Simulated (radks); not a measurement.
Neutral lithium inside a hard spherical wall (all orbitals vanish at R), configuration held at [He] 2s1 and not refilled when levels cross. Calculated with a radial shooting solver on a logarithmic mesh with Libxc functionals: non-relativistic Kohn-Sham, LDA (Slater exchange, Perdew-Wang correlation), spin-polarised, spherical densities, point nucleus; open shells are filled with parallel spins first. Eigenvalues in eV for spin up, with the zero of energy where the potential of the charges vanishes at infinity; a dash marks a level that is unbound or too diffuse for the functional's potential to be trusted. A positive occupied level is held by the wall or, in an anion where self-interaction has pushed it up, behind a barrier. The pressure on the wall is -dE/dV.

| R (bohr) | E (hartree) | kinetic (hartree) | e(1s) | e(2s) | e(2p, empty) | e(3s, empty) | pressure (GPa) |
|---|---|---|---|---|---|---|---|
| free | -7.34328 | 7.249 | -51.010 | -3.165 | -1.339 | -0.055 | 0 |
| 20 | -7.34328 | 7.249 | -51.010 | -3.165 | -1.338 | 0.083 | < 0.0001 |
| 12 | -7.34307 | 7.251 | -50.974 | -3.144 | -1.284 | 1.100 | 0.00314 |
| 10 | -7.34201 | 7.259 | -50.855 | -3.068 | -1.142 | 2.272 | 0.0261 |
| 6 | -7.30557 | 7.400 | -49.260 | -1.515 | 0.868 | 12.700 | 2.06 |
| 5 | -7.25469 | 7.544 | -48.073 | 0.276 | 2.758 | 21.542 | 7.25 |
| 4 | -7.12330 | 7.864 | -46.095 | 4.545 | 6.665 | 39.544 | 30.8 |
| 2.5 | -6.22253 | 9.690 | -39.277 | 31.498 | 26.103 | 128.92 | 536 |
| 2 | -5.10380 | 11.754 | -33.414 | 62.932 | 45.654 | 218.59 | 1980 |
